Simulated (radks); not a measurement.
Charge is removed step by step from the 5d (averaged over the sub-levels emptied) level of Re2+, starting from [Xe] 4f14 5d5. Calculated with a radial shooting solver on a logarithmic mesh with Libxc functionals: Dirac Kohn-Sham, PBE, spin-unpolarised, spherical densities, finite nucleus; open shells are shared between the two j in proportion to 2j + 1; Fermi nuclear charge, rms radius 5.3698 fm.

removed (e)  E - E(0) (eV)  eigenvalue (eV)  E minus straight line (eV)
0                    0.000          -21.413                       0.000
0.1                  2.196          -22.517                      -0.516
0.2                  4.504          -23.634                      -0.920
0.3                  6.924          -24.766                      -1.212
0.4                  9.457          -25.910                      -1.391
0.5                 12.106          -27.068                      -1.454
0.6                 14.871          -28.237                      -1.401
0.7                 17.754          -29.420                      -1.230
0.8                 20.756          -30.614                      -0.940
0.9                 23.877          -31.820                      -0.531
1                   27.120          -33.038                       0.000

Removing the whole electron costs 27.120 eV by Delta-SCF, against 21.413 eV from minus the eigenvalue at the starting occupation. Slater's transition state (half an electron removed) gives 27.068 eV. Integrating minus the eigenvalue over the occupation (Janak's theorem) gives 27.120 eV. The mean slope of the eigenvalue, de/dn, is 11.6 eV per electron. Ionisation energy of Re2+ in the NIST Atomic Spectra Database: 27 eV (theoretical).

Beside tabulated values, note that spin-unpolarised runs miss the spin-polarisation part of the exchange energy of open shells.
